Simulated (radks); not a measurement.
Question: The mean radii <r> (bohr) of the occupied orbitals of an atom or ion are listed with their occupations. Method: scalar-relativistic Kohn-Sham, SCAN, spin-polarised, spherical densities, finite nucleus; meta-GGA in the generalised Kohn-Sham scheme; Fermi nuclear charge, rms radius of each element as measured or else 0.836 A^(1/3) + 0.57 fm; computed with a radial shooting solver on a logarithmic mesh with Libxc functionals.

| orbital | occ. | <r> |
|---|---|---|
| 1s down | 1 | 0.02410 |
| 1s up | 1 | 0.02410 |
| 2s up | 1 | 0.1030 |
| 2s down | 1 | 0.1030 |
| 2p up | 3 | 0.09055 |
| 2p down | 3 | 0.09055 |
| 3s up | 1 | 0.2719 |
| 3s down | 1 | 0.2718 |
| 3p up | 3 | 0.2702 |
| 3p down | 3 | 0.2701 |
| 3d up | 5 | 0.2476 |
| 3d down | 5 | 0.2475 |
| 4s up | 1 | 0.6215 |
| 4s down | 1 | 0.6214 |
| 4p up | 3 | 0.6577 |
| 4p down | 3 | 0.6576 |
| 4d up | 5 | 0.7235 |
| 4d down | 5 | 0.7237 |
| 5s up | 1 | 1.468 |
| 5s down | 1 | 1.481 |
| 5p up | 3 | 1.669 |
| 5p down | 3 | 1.684 |
| 4f up | 2 | 1.005 |

Name the element and its charge. Open shells, if any, are filled with parallel spins first.

Answer: Z = 59, praseodymium, charge +3: Pr3+ in [Xe] 4f2. The 1s radius gives Z: for a bare nucleus <r> = (2 gamma + 1)/(2Z) with gamma = sqrt(1 - (Z/c)^2), 0.02377 bohr for Z = 59, and screening makes it slightly larger (0.02410 here). The occupations add up to 56, and the charge is Z minus that.
